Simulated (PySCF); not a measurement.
Basis-set dependence of population analyses: `FBc1ccoc1`

C4H4BFO.
Cartesian coordinates in Å at the PBE0-D3(BJ)/def2-SVP level; atoms count from 1:
```
atom  x, y, z in Å
F1    -2.8266    1.2669    0.8133
B2    -2.0736    0.1898    0.6149
C3    -0.5469    0.3191    0.6953
C4     0.4652   -0.6924    0.5169
C5     1.6630   -0.0748    0.6819
O6     1.4770    1.2430    0.9491
C7     0.1614    1.4693    0.9551
H8    -2.6456   -0.8503    0.3748
H9     0.3021   -1.7447    0.2934
H10    2.6956   -0.4108    0.6441
H11   -0.1523    2.4913    1.1576
```

PBE0 throughout (PySCF), one geometry, spherical d and f functions. One conformer (not necessarily the lowest) at the PBE0-D3(BJ)/def2-SVP geometry, without solvent, vibrations or thermal averaging. The first 7 of 11 kinds of atom are listed.

Mulliken charges (e):

| basis | functions | F1 | B2 | C3 | C4 | C5 | O6 | C7 |
| --- | --- | --- | --- | --- | --- | --- | --- | --- |
| STO-3G | 39 | -0.097 | +0.242 | -0.150 | -0.115 | -0.005 | -0.127 | +0.013 |
| 6-31G | 71 | -0.308 | +0.454 | -0.184 | -0.223 | +0.065 | -0.470 | +0.084 |
| pcSseg-0 | 71 | -0.319 | +0.688 | -0.575 | -0.241 | +0.102 | -0.612 | +0.193 |
| 6-31G* | 106 | -0.260 | +0.335 | -0.088 | -0.253 | +0.055 | -0.388 | +0.058 |
| cc-pVDZ | 118 | -0.099 | +0.192 | -0.057 | -0.093 | +0.111 | -0.156 | +0.107 |
| def2-SVP | 118 | -0.119 | +0.180 | -0.091 | -0.065 | +0.115 | -0.218 | +0.134 |
| aug-cc-pVDZ | 197 | -0.462 | -0.322 | +0.391 | +0.910 | +0.219 | -0.380 | +0.479 |
| 6-311+G(2d,p) | 213 | -0.350 | +0.380 | +0.126 | -0.346 | +0.012 | -0.285 | +0.046 |
| def2-TZVP | 241 | -0.243 | +0.230 | +0.011 | -0.258 | +0.017 | -0.165 | -0.026 |
| cc-pVTZ | 266 | -0.207 | +0.203 | -0.067 | -0.175 | -0.020 | -0.115 | +0.010 |
| IGLO-III | 285 | -0.356 | +0.532 | -0.157 | -0.150 | +0.050 | -0.224 | +0.049 |
| pcSseg-2 | 308 | -0.341 | +0.617 | -0.298 | -0.112 | +0.178 | -0.304 | +0.199 |

IAO charges (e):

| basis | functions | F1 | B2 | C3 | C4 | C5 | O6 | C7 |
| --- | --- | --- | --- | --- | --- | --- | --- | --- |
| STO-3G | 39 | -0.137 | +0.250 | -0.222 | -0.173 | -0.048 | -0.084 | -0.012 |
| 6-31G | 71 | -0.296 | +0.359 | -0.225 | -0.194 | -0.020 | -0.201 | +0.039 |
| pcSseg-0 | 71 | -0.281 | +0.348 | -0.234 | -0.193 | -0.009 | -0.201 | +0.053 |
| 6-31G* | 106 | -0.303 | +0.389 | -0.237 | -0.190 | +0.003 | -0.216 | +0.068 |
| cc-pVDZ | 118 | -0.301 | +0.373 | -0.232 | -0.194 | 0.000 | -0.210 | +0.066 |
| def2-SVP | 118 | -0.299 | +0.377 | -0.235 | -0.189 | +0.004 | -0.210 | +0.069 |
| aug-cc-pVDZ | 197 | -0.312 | +0.381 | -0.233 | -0.199 | -0.002 | -0.217 | +0.065 |
| 6-311+G(2d,p) | 213 | -0.315 | +0.386 | -0.236 | -0.199 | -0.001 | -0.219 | +0.067 |
| def2-TZVP | 241 | -0.316 | +0.390 | -0.237 | -0.199 | +0.001 | -0.220 | +0.069 |
| cc-pVTZ | 266 | -0.314 | +0.389 | -0.236 | -0.199 | 0.000 | -0.218 | +0.068 |
| IGLO-III | 285 | -0.316 | +0.388 | -0.236 | -0.200 | -0.001 | -0.220 | +0.067 |
| pcSseg-2 | 308 | -0.316 | +0.390 | -0.237 | -0.199 | +0.001 | -0.220 | +0.068 |

Hirshfeld charges (e):

```
        basis  functions      F1      B2      C3      C4      C5      O6      C7
       STO-3G         39  -0.034  +0.157  -0.117  -0.062  +0.002  -0.012  +0.022
        6-31G         71  -0.132  +0.198  -0.120  -0.075  +0.004  -0.067  +0.036
     pcSseg-0         71  -0.125  +0.198  -0.128  -0.076  +0.004  -0.046  +0.037
       6-31G*        106  -0.126  +0.196  -0.119  -0.076  +0.004  -0.059  +0.038
      cc-pVDZ        118  -0.119  +0.191  -0.127  -0.076  +0.003  -0.037  +0.037
     def2-SVP        118  -0.125  +0.199  -0.128  -0.076  +0.005  -0.043  +0.039
  aug-cc-pVDZ        197  -0.139  +0.212  -0.130  -0.080  +0.006  -0.062  +0.038
6-311+G(2d,p)        213  -0.146  +0.219  -0.132  -0.078  +0.008  -0.064  +0.040
    def2-TZVP        241  -0.141  +0.213  -0.128  -0.078  +0.006  -0.059  +0.039
      cc-pVTZ        266  -0.137  +0.209  -0.127  -0.078  +0.005  -0.053  +0.038
     IGLO-III        285  -0.142  +0.215  -0.129  -0.079  +0.007  -0.061  +0.038
     pcSseg-2        308  -0.143  +0.216  -0.128  -0.079  +0.007  -0.061  +0.038
```

Question: Which scheme is steadiest as the basis changes?

Answer: Largest range over the bases for any column: Hirshfeld 0.11 e, IAO 0.18 e, Mulliken 1.26 e. Hirshfeld charges move least and Mulliken charges most, counted in e. Without the minimal STO-3G basis the ranges are Hirshfeld 0.03, IAO 0.04, Mulliken 1.26 e.

Question: How much do the charges still move between the two largest bases, IGLO-III and pcSseg-2?

Answer: At most, over all atoms: Mulliken 0.151 e, IAO 0.002 e, Hirshfeld 0.001 e.

Question: What do the same runs give for the total energy, the frontier levels and the dipole moment?

Answer: 
| basis | energy (Eh) | HOMO (eV) | LUMO (eV) | μ (D) |
| --- | --- | --- | --- | --- |
| STO-3G | -349.7678 | -5.05 | 1.90 | 0.81 |
| 6-31G | -354.2824 | -7.12 | -1.14 | 1.73 |
| pcSseg-0 | -353.5824 | -7.43 | -1.34 | 1.61 |
| 6-31G* | -354.3806 | -6.82 | -0.89 | 1.49 |
| cc-pVDZ | -354.4096 | -6.97 | -1.10 | 1.60 |
| def2-SVP | -354.1272 | -7.09 | -1.18 | 1.56 |
| aug-cc-pVDZ | -354.4290 | -7.10 | -1.37 | 1.63 |
| 6-311+G(2d,p) | -354.4922 | -7.12 | -1.37 | 1.68 |
| def2-TZVP | -354.5259 | -7.09 | -1.29 | 1.66 |
| cc-pVTZ | -354.5127 | -7.06 | -1.24 | 1.65 |
| IGLO-III | -354.5312 | -7.10 | -1.34 | 1.64 |
| pcSseg-2 | -354.5247 | -7.13 | -1.34 | 1.66 |

The dipole is fixed by the density alone, so its range of 0.92 D shows that the density itself changes with the basis, not only its division among atoms.
